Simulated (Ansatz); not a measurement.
Computed with B3LYP-D3(BJ)/def2-TZVP run with Ansatz (a quantum-chemistry and plane-wave program). No frequencies were computed at this level.

Ansatz 0.2 input:
```yaml
crystal:
  periodic: [false, false, false]
  atoms:
    - { symbol: Si, position_ang: [-2.312131, -0.766389, 0.204481] }
    - { symbol: Al, position_ang: [-0.001221, -0.009735, 0.016072] }
    - { symbol: Si, position_ang: [1.807047, -1.619676, -0.285167] }
    - { symbol: Si, position_ang: [0.502471, 2.375521, 0.098507] }
    - { symbol: H, position_ang: [-3.242271, 0.352421, 0.495937] }
    - { symbol: H, position_ang: [-2.883619, -1.397811, -1.008096] }
    - { symbol: H, position_ang: [-2.587607, -1.749927, 1.276612] }
    - { symbol: H, position_ang: [2.515124, -2.050639, 0.9432] }
    - { symbol: H, position_ang: [1.349375, -2.892578, -0.894147] }
    - { symbol: H, position_ang: [2.898449, -1.166891, -1.180135] }
    - { symbol: H, position_ang: [1.943348, 2.6576, -0.114966] }
    - { symbol: H, position_ang: [0.1899, 3.064967, 1.372563] }
    - { symbol: H, position_ang: [-0.178866, 3.203138, -0.924862] }
basis:
  gaussian: { orbitals: def2-tzvp }
hamiltonian:
  xc: b3lyp
  dispersion: d3bj
relax:
  max_steps: 150
```

Output:

```
Functional definition: B3LYP
1438 factors; their error is unknown
mean field evaluation 1: about -30377.0144 eV, gradient 2.3e1 eV
mean field evaluation 2: about -30377.8872 eV, gradient 1.9e1 eV
mean field evaluation 4: about -30379.1394 eV, gradient 9.3e-1 eV
mean field evaluation 8: about -30379.2261 eV, gradient 1.1e-1 eV
mean field -30379.22614226 eV, -1116.4159689489 hartree, gradient 1.7e-5 eV, S^2 0.000000; 0 other end points of the search recorded, 0 dependent functions left out
reference -30379.22651474 eV, -1116.4159826375 hartree; 32, 32 occupied and 170, 170 virtual orbitals, 1438 factors
relax step   1: F+E_penalty+E_count = -30379.76946637 eV  Δ(F+E_penalty+E_count) = +0.000e0 eV  max|allowed force component| = 6.128e-1 eV/Å  Δτ_max = 0.0000 Å  (24 SCF iters, accepted)
these checks for a lower state are left out or cut short: starts, cluster_reference, orbital_swaps, neighbouring_geometries, increment
1438 factors; their error is unknown
mean field evaluation 16: about -30379.1594 eV, gradient 5.2e0 eV
mean field -30379.31541863 eV, -1116.4192497950 hartree, gradient 1.3e-5 eV, S^2 0.000000; 0 other end points of the search recorded, 0 dependent functions left out
reference -30379.31579194 eV, -1116.4192635140 hartree; 32, 32 occupied and 170, 170 virtual orbitals, 1438 factors
relax step   2: F+E_penalty+E_count = -30379.86072374 eV  Δ(F+E_penalty+E_count) = -9.126e-2 eV  max|allowed force component| = 1.498e-1 eV/Å  Δτ_max = 0.1265 Å  (26 SCF iters, accepted)
these checks for a lower state are left out or cut short: starts, cluster_reference, orbital_swaps, neighbouring_geometries, increment
1438 factors; their error is unknown
mean field -30379.33386282 eV, -1116.4199276067 hartree, gradient 6.3e-5 eV, S^2 0.000000; 0 other end points of the search recorded, 0 dependent functions left out
reference -30379.33423651 eV, -1116.4199413394 hartree; 32, 32 occupied and 170, 170 virtual orbitals, 1438 factors
relax step   3: F+E_penalty+E_count = -30379.87621860 eV  Δ(F+E_penalty+E_count) = -1.549e-2 eV  max|allowed force component| = 3.114e-2 eV/Å  Δτ_max = 0.0492 Å  (25 SCF iters, accepted)
these checks for a lower state are left out or cut short: starts, cluster_reference, orbital_swaps, neighbouring_geometries, increment
1438 factors; their error is unknown
mean field evaluation 32: about -30379.3361 eV, gradient 6.3e-5 eV
mean field -30379.33614182 eV, -1116.4200113584 hartree, gradient 6.3e-5 eV, S^2 0.000000; 0 other end points of the search recorded, 0 dependent functions left out
reference -30379.33651522 eV, -1116.4200250805 hartree; 32, 32 occupied and 170, 170 virtual orbitals, 1438 factors
relax step   4: F+E_penalty+E_count = -30379.87885664 eV  Δ(F+E_penalty+E_count) = -2.638e-3 eV  max|allowed force component| = 1.520e-2 eV/Å  Δτ_max = 0.0319 Å  (24 SCF iters, accepted)
these checks for a lower state are left out or cut short: starts, cluster_reference, orbital_swaps, neighbouring_geometries, increment
1438 factors; their error is unknown
mean field -30379.33644943 eV, -1116.4200226627 hartree, gradient 6.2e-5 eV, S^2 0.000000; 0 other end points of the search recorded, 0 dependent functions left out
reference -30379.33682275 eV, -1116.4200363821 hartree; 32, 32 occupied and 170, 170 virtual orbitals, 1438 factors
relax step   5: F+E_penalty+E_count = -30379.87935975 eV  Δ(F+E_penalty+E_count) = -5.031e-4 eV  max|allowed force component| = 1.008e-2 eV/Å  Δτ_max = 0.0268 Å  (24 SCF iters, accepted)
these checks for a lower state are left out or cut short: starts, cluster_reference, orbital_swaps, neighbouring_geometries, increment
1438 factors; their error is unknown
mean field -30379.33621485 eV, -1116.4200140419 hartree, gradient 6.2e-5 eV, S^2 0.000000; 0 other end points of the search recorded, 0 dependent functions left out
reference -30379.33658815 eV, -1116.4200277605 hartree; 32, 32 occupied and 170, 170 virtual orbitals, 1438 factors
relax step   6: F+E_penalty+E_count = -30379.87874055 eV  Δ(F+E_penalty+E_count) = +6.192e-4 eV  max|allowed force component| = 6.690e-2 eV/Å  Δτ_max = 0.0335 Å  (24 SCF iters, rejected (line search))
these checks for a lower state are left out or cut short: starts, cluster_reference, orbital_swaps, neighbouring_geometries, increment
1438 factors; their error is unknown
mean field -30379.33677039 eV, -1116.4200344578 hartree, gradient 6.4e-5 eV, S^2 0.000000; 0 other end points of the search recorded, 0 dependent functions left out
reference -30379.33714368 eV, -1116.4200481760 hartree; 32, 32 occupied and 170, 170 virtual orbitals, 1438 factors
relax step   7: F+E_penalty+E_count = -30379.87956033 eV  Δ(F+E_penalty+E_count) = -2.006e-4 eV  max|allowed force component| = 1.838e-3 eV/Å  Δτ_max = 0.0167 Å  (24 SCF iters, accepted)
these checks for a lower state are left out or cut short: starts, cluster_reference, orbital_swaps, neighbouring_geometries, increment
1438 factors; their error is unknown
mean field -30379.33683352 eV, -1116.4200367778 hartree, gradient 6.3e-5 eV, S^2 0.000000; 0 other end points of the search recorded, 0 dependent functions left out
reference -30379.33720676 eV, -1116.4200504941 hartree; 32, 32 occupied and 170, 170 virtual orbitals, 1438 factors
relax step   8: F+E_penalty+E_count = -30379.87961504 eV  Δ(F+E_penalty+E_count) = -5.471e-5 eV  max|allowed force component| = 3.424e-3 eV/Å  Δτ_max = 0.0157 Å  (24 SCF iters, accepted)
1438 factors; their error is unknown
mean field evaluation 64: about -30379.3368 eV, gradient 8.0e-3 eV
mean field -30379.33683352 eV, -1116.4200367778 hartree, gradient 6.3e-5 eV, S^2 0.000000; 1 other end points of the search recorded, 0 dependent functions left out
reference -30379.33720676 eV, -1116.4200504941 hartree; 32, 32 occupied and 170, 170 virtual orbitals, 1438 factors
Total energy: -30379.87998828 eV, -1116.4399973469 hartree
Atom 0 at    -2.323498    -0.736370     0.212266 Å, force     0.001192     0.001446    -0.001711 eV/Å
Atom 1 at     0.010965     0.013242    -0.024239 Å, force     0.001121     0.000662     0.001192 eV/Å
Atom 2 at     1.786612    -1.666186    -0.326867 Å, force    -0.002175    -0.002674    -0.002136 eV/Å
Atom 3 at     0.546117     2.413971     0.095072 Å, force     0.000932    -0.000388    -0.002761 eV/Å
Atom 4 at    -3.275052     0.358206     0.535530 Å, force     0.000706    -0.000256     0.000026 eV/Å
Atom 5 at    -2.785113    -1.371069    -1.052852 Å, force     0.000371     0.000571     0.000182 eV/Å
Atom 6 at    -2.440494    -1.764395     1.281789 Å, force    -0.000651    -0.001423     0.000459 eV/Å
Atom 7 at     2.417419    -1.944717     0.993646 Å, force     0.001518     0.000351     0.000080 eV/Å
Atom 8 at     1.283230    -2.960903    -0.855678 Å, force     0.002112     0.001172     0.001529 eV/Å
Atom 9 at     2.865045    -1.193262    -1.234814 Å, force    -0.003424     0.000142     0.000649 eV/Å
Atom 10 at     1.990518     2.717777    -0.076018 Å, force    -0.001633    -0.000493     0.000869 eV/Å
Atom 11 at     0.121609     2.972161     1.407873 Å, force    -0.000697     0.000874     0.000858 eV/Å
Atom 12 at    -0.197359     3.161546    -0.955709 Å, force     0.000628     0.000014     0.000764 eV/Å
Dipole moment:     0.007334     0.008777    -0.015186 e Å
```

Cost: very roughly 50 core-seconds.
